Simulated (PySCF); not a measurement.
PySCF input file for C₃H₆BFO₂, SMILES OB(O)C1(F)CC1, B3LYP-D3(BJ)/def2-SVP. Geometry optimised at B3LYP-D3(BJ)/def2-SVP. This is a generated structure with no PubChem entry under its InChIKey; it may be hypothetical. One conformer was computed; it need not be the lowest.

```python
import numpy as np
from pyscf import gto, scf, dft, df
from pyscf.hessian import thermo

mol = gto.M(
    atom='''
    O     1.41987047   -1.41549708    0.00000000
    B     0.12254715   -1.00884717    0.00000000
    O    -0.89324299   -1.91461243   -0.00000000
    C    -0.19504652    0.52640735    0.00000000
    F    -1.56952684    0.76821852   -0.00000000
    C     0.63041854    1.53693463    0.75201198
    C     0.63041855    1.53693464   -0.75201197
    H     1.50033581   -2.37857582    0.00000000
    H    -1.74978341   -1.46341828   -0.00000001
    H     0.06488789    2.32831240    1.25127273
    H     1.51245721    1.17742746    1.28845452
    H     0.06488789    2.32831240   -1.25127272
    H     1.51245722    1.17742747   -1.28845452
    ''',
    basis='def2-SVP',
    charge=0,
    spin=0,
    max_memory=1600,
    verbose=3,
)
mf = dft.RKS(mol, xc='b3lyp').density_fit(auxbasis='def2-universal-jkfit')
mf.disp = 'd3bj'
mf.grids.level = 3
mf.conv_tol = 1e-11
mf.max_cycle = 100
mf.kernel()

# [left out here: the lines that compute and print the analytic Hessian (its translational invariance restored by hand, since the grid's response is missing), thermochemistry and intensities]
```

Output:

```
converged SCF energy = -392.881248621922

WARN: DFTD3 does not support analytical Hessian, using finite difference


WARN: Mole.unit (angstrom) is changed to Bohr

Mode                                 0                   1                   2
Irrep
Freq [cm^-1]                       69.2122            169.6556            190.2156
Reduced mass [au]                   6.4027              4.7149              2.5134
Force const [Dyne/A]                0.0181              0.0800              0.0536
Char temp [K]                      99.5810            244.0966            273.6779
Normal mode                   x     y     z       x     y     z       x     y     z
       0   O                 0.00  0.00  0.12   -0.00  0.13 -0.00   -0.00  0.00 -0.07
       1   B                -0.00  0.00  0.01   -0.04  0.01 -0.00   -0.00  0.00  0.05
       2   O                 0.00 -0.00 -0.14    0.04 -0.08  0.00    0.00 -0.00 -0.04
       3   C                -0.00 -0.00  0.03   -0.06 -0.00 -0.00   -0.00  0.00  0.11
       4   F                -0.00  0.00  0.09   -0.04  0.09 -0.00   -0.00  0.00  0.01
       5   C                 0.05  0.02 -0.06    0.04 -0.08 -0.00   -0.05  0.11  0.00
       6   C                -0.05 -0.02 -0.06    0.04 -0.08  0.00    0.05 -0.11  0.00
       7   H                 0.00  0.00  0.07    0.09  0.13  0.00    0.00  0.00 -0.19
       8   H                -0.00 -0.00 -0.19   -0.01 -0.18  0.00   -0.00 -0.00  0.01
       9   H                 0.08  0.04 -0.05    0.13 -0.02 -0.00   -0.11  0.18 -0.17
      10   H                 0.08  0.04 -0.10   -0.00 -0.18  0.00   -0.08  0.23  0.13
      11   H                -0.08 -0.04 -0.05    0.13 -0.02  0.00    0.11 -0.18 -0.17
      12   H                -0.08 -0.04 -0.10   -0.00 -0.18 -0.00    0.08 -0.23  0.13
Mode                                 3                   4                   5
Irrep
Freq [cm^-1]                      302.7831            399.4685            432.8054
Reduced mass [au]                   5.1010              2.7791              6.2175
Force const [Dyne/A]                0.2755              0.2613              0.6862
Char temp [K]                     435.6375            574.7463            622.7106
Normal mode                   x     y     z       x     y     z       x     y     z
       0   O                -0.02 -0.08  0.00   -0.00 -0.00  0.01   -0.06  0.11 -0.00
       1   B                -0.01 -0.04  0.00   -0.00  0.00 -0.09   -0.09 -0.04 -0.00
       2   O                 0.05 -0.12 -0.00    0.00 -0.00  0.01   -0.08 -0.08 -0.00
       3   C                 0.01  0.00  0.00   -0.00  0.00 -0.11    0.07 -0.02  0.00
       4   F                 0.04  0.12  0.00   -0.00 -0.00  0.11    0.08 -0.07 -0.00
       5   C                -0.04  0.06 -0.00   -0.09 -0.02 -0.02    0.03  0.05 -0.01
       6   C                -0.04  0.06  0.00    0.09  0.02 -0.02    0.03  0.05  0.01
       7   H                -0.08 -0.09 -0.00   -0.00 -0.00  0.23    0.13  0.13  0.00
       8   H                -0.00 -0.24 -0.00   -0.00 -0.00  0.03   -0.09 -0.10  0.00
       9   H                -0.12 -0.01  0.02   -0.26 -0.08 -0.12   -0.05 -0.02  0.02
      10   H                 0.00  0.14 -0.02   -0.15  0.07  0.13    0.07  0.13 -0.03
      11   H                -0.12 -0.01 -0.02    0.26  0.08 -0.12   -0.05 -0.02 -0.02
      12   H                 0.00  0.14  0.02    0.15 -0.07  0.13    0.07  0.13  0.03
Mode                                 6                   7                   8
Irrep
Freq [cm^-1]                      445.0942            531.2025            615.6684
Reduced mass [au]                   3.4811              1.1913              1.1207
Force const [Dyne/A]                0.4063              0.1981              0.2503
Char temp [K]                     640.3914            764.2822            885.8098
Normal mode                   x     y     z       x     y     z       x     y     z
       0   O                -0.08 -0.04  0.00   -0.00 -0.00 -0.04   -0.00 -0.00 -0.06
       1   B                -0.03  0.06  0.00    0.00  0.00 -0.06   -0.00  0.00  0.05
       2   O                 0.07 -0.05 -0.00    0.00  0.00 -0.03    0.00  0.00  0.04
       3   C                -0.02  0.09  0.00   -0.00  0.00  0.05    0.00  0.00  0.00
       4   F                -0.06 -0.08 -0.00   -0.00  0.00 -0.02    0.00 -0.00  0.01
       5   C                 0.07  0.05 -0.01    0.03  0.03  0.02    0.00  0.00  0.00
       6   C                 0.07  0.05  0.01   -0.03 -0.03  0.02   -0.00 -0.00  0.00
       7   H                -0.24 -0.06 -0.00   -0.00 -0.00  0.83   -0.00 -0.00  0.35
       8   H                -0.01 -0.21 -0.00    0.00 -0.00  0.33    0.00 -0.00 -0.87
       9   H                 0.19  0.16 -0.03    0.06  0.06  0.01    0.00  0.00  0.00
      10   H                 0.02 -0.04  0.01    0.04  0.04 -0.01    0.01  0.01  0.00
      11   H                 0.19  0.16  0.03   -0.06 -0.06  0.01   -0.00 -0.00  0.00
[...]
       1   B                 0.01 -0.09  0.00    0.00 -0.07  0.00   -0.00 -0.00  0.00
       2   O                 0.02  0.06 -0.00    0.02  0.04 -0.00    0.00  0.00 -0.00
       3   C                 0.13 -0.12 -0.00   -0.16 -0.09 -0.00   -0.00  0.00 -0.01
       4   F                -0.04  0.02 -0.00    0.04 -0.00 -0.00    0.00 -0.00  0.00
       5   C                -0.03  0.04  0.01    0.04  0.03  0.07   -0.01 -0.02 -0.05
       6   C                -0.03  0.04 -0.01    0.04  0.03 -0.07    0.01  0.02 -0.05
       7   H                -0.23  0.01  0.00   -0.08  0.00  0.00   -0.00 -0.00  0.00
       8   H                -0.12 -0.25 -0.00   -0.01 -0.04 -0.00   -0.00 -0.00  0.00
       9   H                 0.16  0.15  0.04    0.09 -0.00  0.22    0.31 -0.03  0.36
      10   H                -0.13 -0.19  0.03    0.01  0.17  0.24   -0.11  0.32  0.34
      11   H                 0.16  0.15 -0.04    0.09 -0.00 -0.22   -0.31  0.03  0.36
      12   H                -0.13 -0.19 -0.03    0.01  0.17 -0.24    0.11 -0.32  0.34
Mode                                24                  25                  26
Irrep
Freq [cm^-1]                     1440.8853           1480.6176           1488.1472
Reduced mass [au]                   2.4142              2.9676              4.2622
Force const [Dyne/A]                2.9531              3.8330              5.5613
Char temp [K]                    2073.1131           2130.2790           2141.1125
Normal mode                   x     y     z       x     y     z       x     y     z
       0   O                 0.02  0.02 -0.00    0.04 -0.03  0.00    0.08 -0.03  0.00
       1   B                -0.08 -0.17 -0.00   -0.09  0.12 -0.00   -0.23  0.00 -0.00
       2   O                 0.05  0.06  0.00    0.00 -0.02 -0.00    0.05  0.02 -0.00
       3   C                -0.05  0.09  0.00   -0.01 -0.14  0.00    0.04  0.01  0.00
       4   F                 0.01 -0.01  0.00   -0.00  0.00 -0.00    0.00 -0.00 -0.00
       5   C                 0.02  0.01  0.03    0.02  0.05  0.08   -0.02 -0.02 -0.04
       6   C                 0.02  0.01 -0.03    0.02  0.05 -0.08   -0.02 -0.02  0.04
       7   H                -0.17 -0.01 -0.00    0.12 -0.01 -0.00    0.02 -0.04 -0.00
       8   H                -0.00 -0.05  0.00    0.07  0.12  0.00    0.10  0.13  0.00
       9   H                -0.24 -0.03 -0.20   -0.13  0.10 -0.17    0.14 -0.00  0.12
      10   H                 0.08 -0.15 -0.19    0.06 -0.21 -0.15   -0.06  0.12  0.12
      11   H                -0.24 -0.03  0.20   -0.13  0.10  0.17    0.14 -0.00 -0.12
      12   H                 0.08 -0.15  0.19    0.06 -0.21  0.15   -0.06  0.12 -0.12
Mode                                27                  28                  29
Irrep
Freq [cm^-1]                     3127.4100           3129.4050           3223.2962
Reduced mass [au]                   1.0505              1.0597              1.1225
Force const [Dyne/A]                6.0537              6.1146              6.8714
Char temp [K]                    4499.6467           4502.5170           4637.6056
Normal mode                   x     y     z       x     y     z       x     y     z
       0   O                -0.00  0.00  0.00    0.00 -0.00 -0.00    0.00 -0.00 -0.00
       1   B                 0.00 -0.00 -0.00   -0.00  0.00 -0.00   -0.00  0.00  0.00
       2   O                -0.00  0.00  0.00    0.00 -0.00  0.00    0.00 -0.00 -0.00
       3   C                 0.00 -0.00  0.00    0.00  0.00 -0.00    0.00  0.00  0.00
       4   F                -0.00  0.00  0.00    0.00  0.00  0.00   -0.00  0.00 -0.00
       5   C                -0.01 -0.02 -0.04   -0.01 -0.02 -0.04    0.05 -0.04  0.00
       6   C                 0.01  0.02 -0.04   -0.01 -0.02  0.04   -0.05  0.04  0.00
       7   H                 0.00 -0.00  0.00    0.00 -0.00 -0.00   -0.00  0.00 -0.00
       8   H                 0.00 -0.00 -0.00   -0.00  0.00  0.00   -0.00  0.00  0.00
       9   H                -0.26  0.35  0.22   -0.26  0.35  0.21   -0.24  0.34  0.21
      10   H                 0.39 -0.17  0.23    0.39 -0.17  0.23   -0.38  0.16 -0.23
      11   H                 0.26 -0.35  0.22   -0.26  0.35 -0.21    0.24 -0.34  0.21
      12   H                -0.39  0.17  0.23    0.39 -0.17 -0.23    0.38 -0.16 -0.23
Mode                                30                  31                  32
Irrep
Freq [cm^-1]                     3232.7969           3816.2932           3840.4582
Reduced mass [au]                   1.1185              1.0654              1.0654
Force const [Dyne/A]                6.8873              9.1421              9.2585
Char temp [K]                    4651.2750           5490.7962           5525.5643
Normal mode                   x     y     z       x     y     z       x     y     z
       0   O                 0.00 -0.00 -0.00    0.00  0.00  0.00   -0.01  0.06 -0.00
       1   B                -0.00  0.00  0.00   -0.00  0.00 -0.00    0.00  0.00 -0.00
       2   O                 0.00 -0.00  0.00   -0.05  0.03 -0.00    0.00 -0.00 -0.00
       3   C                -0.00 -0.00  0.00    0.00  0.00  0.00   -0.00 -0.00  0.00
       4   F                 0.00  0.00 -0.00   -0.00  0.00 -0.00    0.00 -0.00  0.00
       5   C                -0.05  0.04 -0.00   -0.00 -0.00  0.00    0.00  0.00 -0.00
       6   C                -0.05  0.04  0.00   -0.00 -0.00 -0.00    0.00  0.00  0.00
       7   H                 0.00  0.00  0.00    0.00 -0.02 -0.00    0.11 -0.96  0.00
       8   H                 0.00  0.00  0.00    0.87 -0.42  0.00   -0.02  0.01  0.00
       9   H                 0.24 -0.34 -0.22    0.00  0.00  0.00   -0.00 -0.00 -0.00
      10   H                 0.38 -0.16  0.23   -0.00 -0.00  0.00    0.00  0.00  0.00
      11   H                 0.24 -0.34  0.22    0.00  0.00 -0.00   -0.00 -0.00  0.00
      12   H                 0.38 -0.16 -0.23   -0.00 -0.00 -0.00    0.00  0.00 -0.00
temperature 298.1500 [K]
pressure 101325.00 [Pa]
Rotational constants [GHz] 3.83875 2.35294 1.65015
Symmetry number 1
Zero-point energy (ZPE) 0.09791 [Eh]   257059.312 [J/mol]
                           tot       elec      trans        rot        vib
Entropy [J/mol/K]       347.814      0.000    166.656    114.931     66.228
Cv [J/mol/K]            110.527      0.000     12.472     12.472     85.584
Cp [J/mol/K]            118.841      0.000     20.786     12.472     85.584
Internal energy [J/mol]                      3718.434   3718.434 268484.935
Internal energy [Eh]   -392.77616  -392.88125
Enthalpy [J/mol]                             6197.391   3718.434 268484.935
Enthalpy [Eh]          -392.77521
Gibbs free energy [J/mol]                  -43491.011 -30548.144 248739.031
Gibbs free energy [Eh] -392.81471
mode   freq/cm-1   IR/(km/mol)
   1       69.21         2.617
   2      169.66         5.577
   3      190.22         0.049
   4      302.78         8.032
   5      399.47         0.138
   6      432.81         2.458
   7      445.09        15.090
   8      531.20       145.880
   9      615.67        16.433
  10      635.86        46.828
  11      687.83        89.668
  12      764.01         0.674
  13      879.69        21.423
  14      884.69         0.214
  15      951.06        12.017
  16      979.62        12.536
  17     1006.82       146.994
  18     1038.70        86.949
  19     1060.03         1.962
  20     1064.17         0.712
  21     1180.48         0.003
  22     1215.07        81.085
  23     1277.19        76.613
  24     1416.31         3.789
  25     1440.89       301.742
  26     1480.62        98.483
  27     1488.15       175.379
  28     3127.41         7.136
  29     3129.40         1.256
  30     3223.30         0.343
  31     3232.80         2.863
  32     3816.29        95.437
  33     3840.46        83.672
max |gradient| / (hartree/bohr): 7.830949721775277e-05
APT charges: [-0.7448  1.1574 -0.7894  0.2078 -0.5197 -0.0164 -0.0164  0.3089  0.3408
  0.0157  0.0203  0.0157  0.0203]
```

The run converged.
